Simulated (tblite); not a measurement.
C3HF6P.
Bonds: F1–C2, C2–F3, C2–F4, C2–C5, C5–P6 (double), C5–C7, C7–F8, C7–F9, C7–F10. Hydrogens: H11 on P6.

Computed geometry: GFN2-xTB, gas phase.

Q: List the bond lengths, angles and torsions at this level.

A: 
```json
{"bond": "F1–C2, C2–F3, C2–F4", "length (bohr)": "2.533"}
{"bond": "C2–C5", "length (bohr)": "2.826"}
{"bond": "C5=P6", "length (bohr)": "3.176"}
{"bond": "C5–C7", "length (bohr)": "2.827"}
{"bond": "C7–F8, C7–F9", "length (bohr)": "2.529"}
{"bond": "C7–F10", "length (bohr)": "2.541"}
{"bond": "P6–H11", "length (bohr)": "2.650"}
```

Bonds in one row agree within 0.02 bohr and their mean is given. A selection of angles:
```json
{"angle": "F1–C2–F3", "degrees": "106.2"}
{"angle": "F1–C2–F4", "degrees": "106.7"}
{"angle": "F1–C2–C5", "degrees": "112.9"}
{"angle": "F3–C2–C5", "degrees": "110.0"}
{"angle": "C2–C5–P6", "degrees": "118.0"}
{"angle": "C2–C5–C7", "degrees": "115.4"}
{"angle": "P6–C5–C7", "degrees": "126.7"}
{"angle": "C5–P6–H11", "degrees": "96.2"}
{"angle": "C5–C7–F8", "degrees": "112.5"}
{"angle": "C5–C7–F9", "degrees": "113.0"}
{"angle": "F8–C7–F9", "degrees": "106.9"}
{"angle": "F8–C7–F10", "degrees": "105.9"}
```

Dihedral angles: F1–C2–C5–P6 105° (anticlinal); C2–C5–C7–F8 -76° (synclinal). The mirror-image conformer, all signs reversed, is as good.

Of the pairs four or more bonds apart, F10···H11 is among the closest relative to their van der Waals radii: 2.26 Å, 85 % of the sum of Bondi's values.

Point group: C1 (no symmetry element, even within 0.4 Å). Its GFN2-xTB frequencies are all real (lowest 21 cm⁻¹). 2 starts were optimised and ended at 0.00 and 0.06 kcal/mol (GFN2-xTB); the lowest of these is shown.
